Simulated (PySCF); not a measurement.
## Worked example: oscillator strength and radiative lifetime

C2H6F2Si, SMILES C[Si@@H](CF)F.

Coordinates come from a PBE0-D3(BJ)/def2-SVP optimisation. The structure was generated by enumeration; whether it is a known compound was not checked. Other conformers were not sampled.

PySCF 2.14.0 with TDA-LC-ωPBE/def2-SVPD puts the first singlet state with f over 0.02 at 8.62 eV (vertical), with the transition dipole (-0.098, -0.348, 0.013) in atomic units.

Task: Find the oscillator strength, the wavelength and the radiative lifetime that this transition would have in vacuum if emission retraced absorption.

Result: 
|μ|² = 0.1309 au, so |μ| = 0.92 D. ΔE = 8.62/27.211 = 0.3168 hartree. f = (2/3) ΔE |μ|² = 0.028 (the program prints 0.028).
λ = 1239.84/8.62 = 144 nm; ν = 69525 cm⁻¹.
Einstein's coefficient A = 0.6670 ν² f s⁻¹ (ν in cm⁻¹) = 8.9e7 s⁻¹, so τ = 1/A = 11 ns. This state is S2; the lower singlet has f = 0.009. The figure is the radiative limit of this one transition; relaxation, internal conversion, crossing to triplets and a medium change what is measured.
